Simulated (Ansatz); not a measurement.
Cartesian coordinates (Å):
```xyz
11

Zr     0.1271    -0.0433    -0.0796
F      1.6907     0.7739    -0.8587
F     -0.1075    -1.8588    -0.6728
F      0.7368    -0.2773     1.7246
F     -1.5193     0.9132     0.2665
C     -0.1413     0.0848    -3.4604
O     -0.7033     0.5127    -2.2076
H     -0.4499    -0.9525    -3.7086
H      0.9563     0.1230    -3.3336
H     -0.4338     0.7784    -4.2750
H     -1.6733     0.6129    -2.2640
```
Charge 0, spin multiplicity 1.

Computed with frozen-core CCSD(T)/def2-TZVPP // BP86-D3(BJ)/def2-SVP (Ansatz, a program for electronic structure).

- HF energy = -559.94286 Ha
- MP2 correlation energy = -1.78296 Ha

Question: Estimate the CCSD correlation energy, the (T) correction, the total energy and the T1 diagnostic.

Answer: 
```
Item                             Value
-----------------------  -------------
CCSD correlation energy    -1.78982 Ha
(T) correction             -0.06169 Ha
CCSD(T) total energy     -561.79437 Ha
T1 diagnostic                    0.016
```
